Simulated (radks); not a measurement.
Values are calculated unless marked as measured or tabulated.
Removal energies from the thulium ion Tm4+, [Xe] 4f(5/2: 6, 7/2: 5), by Delta-SCF beside the eigenvalue of the level emptied. Level of theory: Dirac Kohn-Sham, BLYP, spin-unpolarised, spherical densities, finite nucleus; Fermi nuclear charge, rms radius of each element as measured or else 0.836 A^(1/3) + 0.57 fm (a radial shooting solver on a logarithmic mesh with Libxc functionals). Sub-shells are occupied by j as written (lower j first in brackets).

removed from                                  final configuration  Delta-SCF (eV)  -eigenvalue (eV)
4f7/2                                     [Xe] 4f(5/2: 6, 7/2: 4)          67.116            55.724
4f5/2                                     [Xe] 4f(5/2: 5, 7/2: 5)          68.543            57.072
5p3/2         [Kr] 4d10 4f(5/2: 6, 7/2: 5) 5s2 5p(1/2: 2, 3/2: 3)          78.026            70.336
5p1/2         [Kr] 4d10 4f(5/2: 6, 7/2: 5) 5s2 5p(1/2: 1, 3/2: 4)          85.243            77.174
